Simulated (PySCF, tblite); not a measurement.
Isomers of C5H9FS3Si, one GFN2-xTB conformer each. Single-point energies are computed at PBE0/pcSseg-1 (PySCF, gas phase, no added dispersion term), electronic only.

```csv
SMILES,GFN2-xTB relative energy (kJ/mol)
C/C(=C/F)[SiH]1SCSCS1,102.6
C/C(=C/F)S[SiH]1SCCS1,0.0
```

Conformers: `[CH3:1]/[C:2](=[CH:3]/[F:4])[SiH:5]1[S:6][CH2:7][S:8][CH2:9][S:10]1` with C1–C2–Si5–S6 -59°, C2–Si5–S6–C7 169°, Si5–S6–C7–S8 -68°, S6–C7–S8–C9 78°, C7–S8–C9–S10 -78°; `[CH3:1]/[C:2](=[CH:3]/[F:4])[S:5][SiH:6]1[S:7][CH2:8][CH2:9][S:10]1` with C1–C2–S5–Si6 -145°, C2–S5–Si6–S7 156°, S5–Si6–S7–C8 -113°, Si6–S7–C8–C9 -37°, S7–C8–C9–S10 61°, C8–C9–S10–Si6 -47°.

Task: What does PBE0/pcSseg-1 give for the same structures?

Result: 
```
               SMILES  PBE0/pcSseg-1 E (Eh)  PBE0/pcSseg-1 (kJ/mol)  GFN2-xTB (kJ/mol)  point group
C/C(=C/F)S[SiH]1SCCS1           -1778.95848                     0.0                0.0           C1
C/C(=C/F)[SiH]1SCSCS1           -1778.93001                    74.7              102.6           Cs
```

Both levels put the same isomer lowest. As drawn, the higher has an Si–C bond, which the lower lacks.

Task: Which frontier levels, dipoles and rotational constants go with these structures?

Result: 
```tsv
SMILES	HOMO (eV, PBE0/pcSseg-1)	LUMO (eV)	dipole (D)	A, B, C (MHz)
C/C(=C/F)S[SiH]1SCCS1	-6.73	-0.37	2.40	1278, 503.6, 445.7
C/C(=C/F)[SiH]1SCSCS1	-6.72	-0.74	0.76	1266, 467.4, 418.8
```

Task: What happens when harmonic zero-point energies from GFN2-xTB frequencies are added?

Result: 
| SMILES | ZPE (kJ/mol) | electronic (kJ/mol) | with ZPE (kJ/mol) |
| --- | --- | --- | --- |
| C/C(=C/F)S[SiH]1SCCS1 | 342.8 | 0.0 | 0.0 |
| C/C(=C/F)[SiH]1SCSCS1 | 338.8 | 74.7 | 70.8 |

The zero-point energies span 4.0 kJ/mol. The order is unchanged.
